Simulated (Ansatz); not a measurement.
`CCCCCCl` + `[CH3][SnH]([OH])[SH]` → `C[O][SnH]([CH3])[SH]` + `CCCCCl`  (substitution at a C–C bond)

Program: Ansatz. Geometries: PBE0-D4/def2-TZVP. ΔE: electronic, gas phase. CCSD(T)/CBS is the MP2 limit (def2-TZVPP, def2-QZVPP) plus CCSD(T) − MP2 in def2-TZVPP, frozen cores. Functionals use def2-TZVPP. B3LYP here is the variant with VWN-RPA as its local correlation; programs differ in this. Elements past krypton have def2 core potentials. For Sn outer-core shells are correlated without core-valence functions, which leaves a few kJ/mol of doubt a bond. Each species was taken in one conformer, which may not be the lowest.

| level | ΔE (kJ/mol) |
| --- | --- |
| B3LYP | 53.0 |
| HF/def2-QZVPP | 52.3 |
| SCS-MP2/def2-QZVPP | 59.2 |
| MP2/CBS(def2) | 63.5 |

(1) What does CCSD(T)/CBS give? (An estimate is asked.)

Largest T1 diagnostic among the species: 0.013.

Answers

(1) Computed: +59.0 kJ/mol. The listed levels differ from it by -6.0, -6.7, 0.2, 4.5 kJ/mol.

In def2-TZVPP, CCSD(T) changes the Hartree–Fock value by +5.6 kJ/mol (the triples alone add −0.3 kJ/mol) and MP2 by +10.2 kJ/mol.
